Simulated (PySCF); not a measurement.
CH₂O₂, charge -1, doublet, geometry from GFN2-xTB (a state made from the parent by changing its charge; the spin is typed, not shown lowest) (in this run its highest filled SCF level lies above zero, so its values depend strongly on the basis, on diffuse functions most of all); PySCF with B3LYP/cc-pVTZ.

Here is a job for PySCF.
```python
from pyscf import gto, scf, dft

mol = gto.Mole()
mol.atom = '''
    O     0.881652   -0.798003   -0.045411
    C    -0.449991   -0.195814    0.203391
    O    -0.574421    1.063372   -0.055258
    H     1.433281   -0.024883   -0.206212
    H    -1.191180   -0.923176   -0.208778
'''
mol.basis = 'cc-pvtz'
mol.charge = -1
mol.spin = 1
mol.verbose = 4
mol.build()

mf = dft.UKS(mol)
mf.xc = 'b3lyp'
mf.kernel()
mf.analyze()
```

What the program printed (banner, timings and long lists left out):

```
PySCF version 2.14.0

[INPUT] verbose = 4
[INPUT] num. atoms = 5
[INPUT] num. electrons = 25
[INPUT] charge = -1
[INPUT] spin (= nelec alpha-beta = 2S) = 1
[INPUT] symmetry False subgroup None
[INPUT] Mole.unit = angstrom
[INPUT] Symbol           X                Y                Z      unit          X                Y                Z       unit  Magmom
[...]
nuclear repulsion = 66.1122657806284
number of shells = 39
number of NR pGTOs = 158
number of NR cGTOs = 118
basis = cc-pvtz
ecp = {}

******** <class 'pyscf.dft.uks.UKS'> ********
method = UKS
initial guess = minao
damping factor = 0
level_shift factor = 0
DIIS = <class 'pyscf.scf.diis.CDIIS'>
diis_start_cycle = 1
diis_space = 8
diis_damp = 0
SCF conv_tol = 1e-09
SCF conv_tol_grad = None
SCF max_cycles = 50
direct_scf = True
direct_scf_tol = 1e-13
number electrons alpha = 13  beta = 12
XC library pyscf.dft.libxc version 7.1.2
    S. Lehtola, C. Steigemann, M. J. T. Oliveira, and M. A. L. Marques,  SoftwareX 7, 1–5 (2018)
XC functionals = b3lyp
    P. J. Stephens, F. J. Devlin, C. F. Chabalowski, and M. J. Frisch,  J. Phys. Chem. 98, 11623 (1994)
radial grids:
    Treutler-Ahlrichs [JCP 102, 346 (1995); DOI:10.1063/1.469408] (M4) radial grids

becke partition: Becke, JCP 88, 2547 (1988); DOI:10.1063/1.454033
pruning grids: <function nwchem_prune>
grids dens level: 3
symmetrized grids: False
atomic radii adjust function: <function treutler_atomic_radii_adjust>
small_rho_cutoff = 0
Set gradient conv threshold to 3.16228e-05
tot grids = 61904
init E= -189.883021903265

cycle= 1 E= -189.563567652243  delta_E= 0.319  |g|= 0.765  |ddm|= 1.27
cycle= 2 E= -188.536411724972  delta_E= 1.03  |g|= 1.68  |ddm|= 9.09
cycle= 3 E= -189.730964918553  delta_E= -1.19  |g|= 0.363  |ddm|= 8.51
cycle= 4 E= -189.777560303801  delta_E= -0.0466  |g|= 0.124  |ddm|= 0.327
cycle= 5 E= -189.782479699412  delta_E= -0.00492  |g|= 0.0189  |ddm|= 0.0864
cycle= 6 E= -189.782640257571  delta_E= -0.000161  |g|= 0.00771  |ddm|= 0.0291
cycle= 7 E= -189.782672386991  delta_E= -3.21e-05  |g|= 0.00367  |ddm|= 0.0258
cycle= 8 E= -189.782680686887  delta_E= -8.3e-06  |g|= 0.000849  |ddm|= 0.00521
cycle= 9 E= -189.782681451877  delta_E= -7.65e-07  |g|= 0.000298  |ddm|= 0.00355
cycle= 10 E= -189.782681523115  delta_E= -7.12e-08  |g|= 5.65e-05  |ddm|= 0.000614
cycle= 11 E= -189.782681526602  delta_E= -3.49e-09  |g|= 1.13e-05  |ddm|= 0.000218
cycle= 12 E= -189.782681526731  delta_E= -1.29e-10  |g|= 3.19e-06  |ddm|= 4.38e-05
[...]
converged SCF energy = -189.782681526733  <S^2> = 0.75350431  2S+1 = 2.0035013
Total Energy =                        -189.782681526733086
[...]
spin_pop of  2 O 4pz       0.00028
spin_pop of  2 O 3dxy     -0.00003
spin_pop of  2 O 3dyz     -0.00030
spin_pop of  2 O 3dz^2     0.00003
spin_pop of  2 O 3dxz      0.00002
spin_pop of  2 O 3dx2-y2   -0.00001
spin_pop of  2 O 4dxy      0.00000
spin_pop of  2 O 4dyz      0.00000
spin_pop of  2 O 4dz^2     0.00001
spin_pop of  2 O 4dxz      0.00000
spin_pop of  2 O 4dx2-y2    0.00001
spin_pop of  2 O 4f-3      0.00000
spin_pop of  2 O 4f-2     -0.00000
spin_pop of  2 O 4f-1     -0.00002
spin_pop of  2 O 4f+0     -0.00001
spin_pop of  2 O 4f+1     -0.00001
spin_pop of  2 O 4f+2      0.00003
spin_pop of  2 O 4f+3     -0.00000
spin_pop of  3 H 1s        0.00896
spin_pop of  3 H 2s        0.00634
spin_pop of  3 H 3s        0.00035
spin_pop of  3 H 2px      -0.00002
spin_pop of  3 H 2py       0.00001
spin_pop of  3 H 2pz       0.00097
spin_pop of  3 H 3px       0.00002
spin_pop of  3 H 3py       0.00001
spin_pop of  3 H 3pz       0.00003
spin_pop of  3 H 3dxy      0.00002
spin_pop of  3 H 3dyz     -0.00000
spin_pop of  3 H 3dz^2     0.00000
spin_pop of  3 H 3dxz      0.00000
spin_pop of  3 H 3dx2-y2    0.00000
spin_pop of  4 H 1s        0.03989
spin_pop of  4 H 2s        0.00227
spin_pop of  4 H 3s        0.00082
spin_pop of  4 H 2px       0.00001
spin_pop of  4 H 2py      -0.00002
spin_pop of  4 H 2pz       0.00146
spin_pop of  4 H 3px       0.00006
spin_pop of  4 H 3py       0.00011
spin_pop of  4 H 3pz       0.00014
spin_pop of  4 H 3dxy      0.00012
spin_pop of  4 H 3dyz      0.00014
spin_pop of  4 H 3dz^2    -0.00001
spin_pop of  4 H 3dxz      0.00011
spin_pop of  4 H 3dx2-y2   -0.00000
 ** Mulliken Spin Density (per atom)  **
spin density of  0 O =      0.05817
spin density of  1 C =      0.62202
spin density of  2 O =      0.25798
spin density of  3 H =      0.01671
spin density of  4 H =      0.04512
 ** Mulliken pop alpha/beta on meta-lowdin orthogonal AOs **
 ** Mulliken pop       alpha | beta **
In total            13.00000 | 12.00000
 ** Mulliken atomic charges   ( Nelec_alpha | Nelec_beta ) **
charge of  0O =     -0.62057  (     4.33937      4.28120 )
charge of  1C =      0.04834  (     3.28684      2.66482 )
charge of  2O =     -0.68144  (     4.46971      4.21173 )
charge of  3H =      0.26426  (     0.37623      0.35952 )
charge of  4H =     -0.01059  (     0.52785      0.48274 )

WARN: System has nonzero charge -1; the dipole moment is origin-dependent.
Location of origin: [0. 0. 0.]

Dipole moment(X, Y, Z, Debye):  1.49333, -0.64691, -0.55478
```
